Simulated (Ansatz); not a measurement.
Reaction (formal exchange of groups at the Si–C bond): `[SiH3]CC=S` + `[NH2][GaH][SiH3]` → `[NH2][GaH][SiH2][SiH3]` + `CC=S`

Program: Ansatz. Geometries: PBE0-D4/def2-TZVP. ΔE: electronic, gas phase. CCSD(T)/CBS adds triple-zeta CCSD(T) − MP2 to the extrapolated MP2 energy (def2 sets, frozen cores). Functionals use def2-TZVPP. B3LYP here is the variant with VWN-RPA as its local correlation; programs differ in this. For Ga outer-core shells are correlated without core-valence functions, which leaves a few kJ/mol of doubt a bond. Scalar relativity is left out up to krypton. Each species was taken in one conformer, which may not be the lowest.

| level | ΔE (kJ/mol) |
| --- | --- |
| PBE-D4 | -18.8 |
| r2SCAN-D4 | -12.5 |
| B3LYP-D4 | -9.9 |
| PBE0 | -17.8 |
| B3LYP | -10.9 |
| HF/def2-TZVPP | -5.3 |
| HF/def2-QZVPP | -4.7 |
| SCS-MP2/def2-QZVPP | -3.1 |

Task: What does CCSD(T)/CBS give? (Best estimate.)

Result: The calculation gave: -10.0 kJ/mol. The listed levels differ from it by -8.8, -2.5, 0.1, -7.8, -0.9, 4.7, 5.3, 6.9 kJ/mol.

Largest T1 diagnostic among the species: 0.016.
